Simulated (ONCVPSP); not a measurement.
## Reading a pseudo-wave (P)

Columns: radius, all-electron u(r) and pseudo u(r) of the 2p shell (level -135.16 eV) of phosphorus in the configuration [He] 2s2 2p6 3s2 3p2; LDA (Perdew-Wang 92), scalar-relativistic, ONCV scheme, ONCVPSP 4.0.1.

```tsv
r (bohr)	all-electron	pseudo
0.053	0.2059	0.1029
0.105	0.5610	0.3689
0.158	0.8948	0.7232
0.210	1.1378	1.0555
0.262	1.2906	1.3000
0.315	1.3657	1.4292
0.368	1.3780	1.4501
0.420	1.3463	1.4003
0.473	1.2837	1.3131
0.525	1.2035	1.2154
0.578	1.1115	1.1145
0.630	1.0170	1.0172
0.683	0.9206	0.9204
0.735	0.8289	0.8287
0.788	0.7403	0.7401
0.840	0.6592	0.6591
0.893	0.5831	0.5830
0.945	0.5152	0.5151
0.998	0.4525	0.4524
1.050	0.3974	0.3973
1.102	0.3482	0.3481
1.155	0.3036	0.3036
1.208	0.2643	0.2642
1.260	0.2302	0.2302
1.313	0.1997	0.1997
1.365	0.1735	0.1734
```

How many radial nodes do the two functions have?

The all-electron 2p function has n − l − 1 = 0; the pseudo-wave has 0.

At about which radius was the pseudo-wave matched?

0.70 bohr. The columns agree to 0.0005 from 0.63 bohr on; several derivatives are matched, so the curves merge somewhat inside the radius.

Where does each function peak?

Outermost all-electron maximum near 0.37 bohr, pseudo maximum near 0.37 bohr (to the table’s step).

Is the pseudo-wave norm-conserving?

Yes: the ONCV scheme keeps the norm inside the radius equal to the all-electron one, which fixes the energy derivative of the logarithmic derivative at the level.
